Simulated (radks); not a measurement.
The nuclear charge of the indium ion In2+ is varied continuously with 47 electrons held in [Kr] 4d10 5s1. Method: Dirac Kohn-Sham, PBE, spin-unpolarised, spherical densities, point nucleus; computed with a radial shooting solver on a logarithmic mesh with Libxc functionals. By the Hellmann-Feynman theorem dE/dZ = E(electron-nucleus)/Z, the electronic potential at the nucleus.

Z     E (hartree)  E(electron-nucleus)/Z (hartree)   HOMO  e(HOMO) (eV)  <r> HOMO (bohr)
48.5  -5737.98184                         -286.615  5s1/2       -18.140            2.481
48.6  -5766.68419                         -287.432  5s1/2       -19.211            2.451
48.7  -5795.46817                         -288.248  5s1/2       -20.300            2.422
48.8  -5824.33381                         -289.065  5s1/2       -21.405            2.394
48.9  -5853.28112                         -289.881  5s1/2       -22.528            2.368
49    -5882.31012                         -290.698  5s1/2       -23.668            2.342
49.1  -5911.42081                         -291.515  5s1/2       -24.824            2.316
49.2  -5940.61322                         -292.333  5s1/2       -25.997            2.292
49.3  -5969.88737                         -293.150  5s1/2       -27.186            2.269
49.4  -5999.24328                         -293.968  5s1/2       -28.391            2.246
49.5  -6028.68097                         -294.786  5s1/2       -29.612            2.224
49.6  -6058.20046                         -295.604  5s1/2       -30.849            2.202
49.7  -6087.80178                         -296.422  5s1/2       -32.102            2.181
49.8  -6117.48495                         -297.241  5s1/2       -33.370            2.161
49.9  -6147.25000                         -298.060  5s1/2       -34.654            2.141
50    -6177.09694                         -298.879  5s1/2       -35.953            2.121

The central difference of E at Z = 49 is -290.698 hartree, to compare with the third column; the second derivative is -8.17 hartree.
